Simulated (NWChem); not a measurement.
System: C$_{2}$H$_{2}$F, doublet; SMILES [CH]=CF

```xyz
5

C      0.1712     1.2624     0.0000
C     -0.4310     0.0966     0.0000
F      0.2152    -1.0753     0.0000
H      1.1569     1.7188     0.0000
H     -1.5201    -0.0278     0.0000
```
Atoms are numbered in this order, from 1.

Results from NWChem. Spin-unrestricted. In the optimisation the excess spin sits in a' (Cs, its own frame). The geometry was optimised at PBE0/def2-SVP, spin-unrestricted. No stability test was run on the SCF state. Level: M06-2X/def2-SVP with SMD (1 M gas to 1 M solution), gas-phase geometry. Reactions with the solvent are ignored.

For solvent dimethyl sulfoxide:

```
Item                                         Value
-------------------------------------------  -----
solvation free energy (kcal/mol)               0.1
cavity-dispersion-structure term (kcal/mol)    3.1
```

What are these values for solvent chlorobenzene?

solvation free energy (kcal/mol): -1.2
cavity-dispersion-structure term (kcal/mol): 1.2
